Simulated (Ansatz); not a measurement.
LaO₂H. The state is a triplet with charge 0. Geometry r2SCAN-D4/def2-TZVP, that of the neutral singlet; atoms count from 1.

```xyz
4

La   -0.221    0.095    0.904
O     0.354    1.207   -0.841
O    -0.934    0.497   -1.081
H     0.801   -1.799    1.017
```

In the def2 sets La takes a core potential; there is no spin–orbit coupling. The structure holds one bond between oxygen atoms, so isomers without such links may lie far lower. At PBE0-D4/def2-TZVP a singlet of charge 0 lies 2.77 eV below the triplet at the same geometry. The structure comes from a short search, and lower isomers may exist.

Question: Estimate the Mulliken populations from the PBE0/def2-TZVP orbitals of Ansatz.

Answer: 
| atom | charge (e) | spin (α − β) | d electrons |
| --- | --- | --- | --- |
| La1 | 0.57 | 0.99 | 1.29 |
| O2 | -0.14 | 0.51 | – |
| O3 | -0.14 | 0.51 | – |
| H4 | -0.28 | -0.01 | – |
Mulliken values depend strongly on the basis.

Question: Where does the spin sit?

Answer: Summed by element: La 0.99, O 1.02, H -0.01, of 2 unpaired in all. Largest on single atoms: La1 0.99, O2 0.51, O3 0.51.

Question: And the Mayer bond orders between heavy atoms (over 0.3)?

Answer: La1–O2 0.59 (2.15 Å); La1–O3 0.59 (2.15 Å); O2–O3 1.31 (1.49 Å).
